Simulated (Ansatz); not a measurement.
A nudged elastic band was laid between two geometries of ClFGeH2O + H2O (9 atoms, charge 0, multiplicity 1).

Theory: RKS B3LYP-D4/def2-SVP in Ansatz 0.2.0.

| Property | Result |
| --- | --- |
| movable images | 9 |
| climbing image | yes |
| spring | 5.0 eV/Å² |
| optimiser | quadratic models (default) |
| start path | through a guess of the saddle point |
| force threshold | 0.2 eV/Å |
| iteration limit | 60 |
| end points | relaxed |

Initial state:

```xyz
9
Properties=species:S:1:pos:R:3
Ge -0.390 -0.202 0.335
H -0.569 -0.156 1.841
F 1.292 -0.171 -0.168
Cl -1.377 1.311 -0.836
O -0.987 -1.782 -0.178
H -0.995 -1.902 -1.137
O 1.033 2.075 1.309
H 1.636 1.769 0.614
H 1.507 1.864 2.126
```

Final state:

```xyz
9
Properties=species:S:1:pos:R:3
Ge 0.179 0.412 -0.650
H -0.453 -0.004 3.205
F 1.365 0.098 -1.864
Cl -1.489 1.430 -1.507
O -0.231 -1.176 -0.026
H -0.782 -1.131 0.769
O 0.871 1.482 0.568
H 1.803 1.282 0.745
H -0.110 0.415 2.667
```

Question: Which bonds break or form, and what moves?

Answer: Bonds broken: Ge1–H2, O7–H9. Bonds formed: Ge1–O7, H2–H9. ClFGeH2O + H2O becomes ClFGeH2O2 + H2.

Question: What energy profile does the band end with?

Answer: The run converged. The highest image is number 6 of 0 to 10, 1.99 eV above the first end and 1.89 eV above the last; the last end lies 0.10 eV above the first. The threshold of 0.2 eV/Å is loose, so the images may lie well off the minimum-energy path. The profile has 2 maxima (images 2, 6) with wells between them (image 3): this band takes more than one step, which may be the mechanism or a detour left from its start path. A structure lower than the last end lies on the path between it and the top, so the climb from that side starts below the end, which may itself be a saddle point or a shallow side well. Neighbouring images differ by up to 1.6 eV, so the band resolves the path poorly. The order of the point at the top wasn't checked. The orbitals stay closed-shell, which can raise the energy where a bond breaks towards radicals; this wasn't checked here.

```json
{"image": "0", "path coordinate (Å)": "0.00", "energy (eV)": "0.00", "Ge1–H2 (Å)": "1.52", "O7–H9 (Å)": "0.97", "Ge1–O7 (Å)": "2.86"}
{"image": "1", "path coordinate (Å)": "0.93", "energy (eV)": "0.10", "Ge1–H2 (Å)": "1.52", "O7–H9 (Å)": "0.97", "Ge1–O7 (Å)": "2.91"}
{"image": "2", "path coordinate (Å)": "1.85", "energy (eV)": "0.14", "Ge1–H2 (Å)": "1.53", "O7–H9 (Å)": "0.97", "Ge1–O7 (Å)": "2.90"}
{"image": "3", "path coordinate (Å)": "2.78", "energy (eV)": "0.12", "Ge1–H2 (Å)": "1.52", "O7–H9 (Å)": "0.97", "Ge1–O7 (Å)": "2.73"}
{"image": "4", "path coordinate (Å)": "3.74", "energy (eV)": "0.18", "Ge1–H2 (Å)": "1.53", "O7–H9 (Å)": "0.97", "Ge1–O7 (Å)": "2.68"}
{"image": "5", "path coordinate (Å)": "4.70", "energy (eV)": "0.63", "Ge1–H2 (Å)": "1.57", "O7–H9 (Å)": "0.98", "Ge1–O7 (Å)": "2.36"}
{"image": "6", "path coordinate (Å)": "5.66", "energy (eV)": "1.99", "Ge1–H2 (Å)": "1.92", "O7–H9 (Å)": "1.23", "Ge1–O7 (Å)": "1.97"}
{"image": "7", "path coordinate (Å)": "6.87", "energy (eV)": "0.35", "Ge1–H2 (Å)": "2.85", "O7–H9 (Å)": "2.05", "Ge1–O7 (Å)": "1.77"}
{"image": "8", "path coordinate (Å)": "8.09", "energy (eV)": "0.07", "Ge1–H2 (Å)": "3.77", "O7–H9 (Å)": "2.42", "Ge1–O7 (Å)": "1.76"}
{"image": "9", "path coordinate (Å)": "9.31", "energy (eV)": "0.07", "Ge1–H2 (Å)": "3.96", "O7–H9 (Å)": "2.47", "Ge1–O7 (Å)": "1.76"}
{"image": "10", "path coordinate (Å)": "10.53", "energy (eV)": "0.10", "Ge1–H2 (Å)": "3.93", "O7–H9 (Å)": "2.55", "Ge1–O7 (Å)": "1.76"}
```

Question: What is the geometry of the highest image?

Answer: 
```xyz
9
Properties=species:S:1:pos:R:3:forces:R:3
Ge -0.051 0.266 -0.023 0.11 0.05 0.04
H 0.261 -0.390 1.753 0.07 0.00 -0.01
F 1.514 -0.157 -0.650 -0.02 0.00 -0.01
Cl -0.961 1.644 -1.408 0.02 -0.02 0.00
O -1.187 -1.074 -0.197 -0.12 0.06 -0.05
H -1.033 -1.780 0.447 0.07 0.02 0.07
O 0.579 1.649 1.224 -0.06 -0.18 -0.02
H 1.406 2.078 0.940 0.00 0.06 -0.02
H 0.623 0.572 1.820 -0.08 0.01 0.01
```

The band took 24 iterations and roughly 14 core-minutes.

Time of the run: 4 min on 4 threads of Intel(R) Xeon(R) 6975P-C (Granite Rapids), on a shared host, peak memory 0.33 GiB.
